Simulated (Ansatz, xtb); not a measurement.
**Group exchange: C3H6S + SiH3(CH3) → C2H6SSi + C2H6**

Species: C3H6S ((methylthio)ethene) `C=CSC`, singlet; SiH3(CH3) (methylsilane), singlet; C2H6SSi `C=CS[SiH3]`, singlet; C2H6 (ethane) `CC`, singlet. The partners trade CH3 for SiH3: S–CH3 and C–SiH3 bonds give way to S–SiH3 and C–CH3.

Shapes, held fixed at every level: PBE0-D4/def2-TZVP. Flexible molecules stand in one conformer, not always the lowest. Programs: Ansatz 0.2.0, xtb 6.7.1. The zero-point and thermal change to 298 K, harmonic and unscaled (PBE0-D4/def2-TZVP), is +5.1 kJ/mol.

Task: Estimate ΔH(298 K) of this reaction.

Result: The highest level, CCSD(T)/CBS estimate, gives ΔH(298 K) = -51.1 kJ/mol; the levels span -96.7 to -48.8. The column of differences is taken from that level and isn't an error. No measured value is set beside it here. The CBS estimate extrapolates MP2 from def2-TZVPP and def2-QZVPP and adds CCSD(T) − MP2 in the triple-zeta set, cores frozen. Times are processor times on shared x86 and Arm servers, and rough.

```tsv
level	kind	ΔH(298 K) (kJ/mol)	less CCSD(T)/CBS estimate	CPU time (sum over the molecules)
GFN2-xTB	semi-empirical	-96.7	-45.6	0.14 s
HF/def2-SVP	Hartree–Fock	-60.8	-9.7	–
BHLYP-D4/def2-TZVPP	global hybrid	-52.8	-1.7	20 s
PBE0-D4/def2-TZVPP	global hybrid	-50.4	+0.7	19 s
wB97X-V/def2-TZVPP	range-separated hybrid	-48.8	+2.3	51 s
B2PLYP/def2-TZVPP	double hybrid	-49.5	+1.6	42 s
CCSD(T)/def2-TZVPP	coupled cluster or CI	-50.8	+0.3	5.7 min
CCSD(T)/CBS estimate	coupled cluster or CI	-51.1	0.0	17 min
```
